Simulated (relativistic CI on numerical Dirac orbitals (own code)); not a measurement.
**Radial parameters of Sb XXIII**

These numbers are calculated, not measured: Dirac-Coulomb-Breit CI, orbitals from a KLI potential per configuration, model QED (radiative potential, 1s self-energy scaled to tabulated hydrogen-like ionisation energies), unscaled Slater integrals (own radial code, finite nucleus).

Slater integrals F^k, G^k are unscaled and averaged over j, outside the closed core [Ar]; ζ comes from projecting the Hamiltonian with its Breit term on Σ l·s of the shell.

- 3d¹⁰4p: ζ(4p) = 70170 cm⁻¹; <r>(4p) = 0.7056, <r^2>(4p) = 0.5619 (bohr units).
- 3d¹⁰4d: ζ(4d) = 8058.7 cm⁻¹; <r>(4d) = 0.7233, <r^2>(4d) = 0.5972 (bohr units).
- 3d¹⁰4f: ζ(4f) = 619.29 cm⁻¹; <r>(4f) = 0.7084, <r^2>(4f) = 0.5665 (bohr units).

Averages of the first 10 configurations, taken without configuration mixing, which lowers the lowest level and can move excited configurations by several eV; other configurations of the list can lie among them:

| Configuration | Parity | States | Average energy above the lowest level (eV) |
| --- | --- | --- | --- |
| 3d¹⁰4s | even | 2 | 0.0 |
| 3d¹⁰4p | odd | 6 | 55.7 |
| 3d¹⁰4d | even | 10 | 137.9 |
| 3d¹⁰4f | odd | 14 | 219.6 |
| 3d¹⁰5s | even | 2 | 291.8 |
| 3d¹⁰5p | odd | 6 | 317.3 |
| 3d¹⁰5d | even | 10 | 354.8 |
| 3d¹⁰5f | odd | 14 | 390.5 |
| 3d¹⁰5g | even | 18 | 403.1 |
| 3d¹⁰6s | even | 2 | 430.5 |
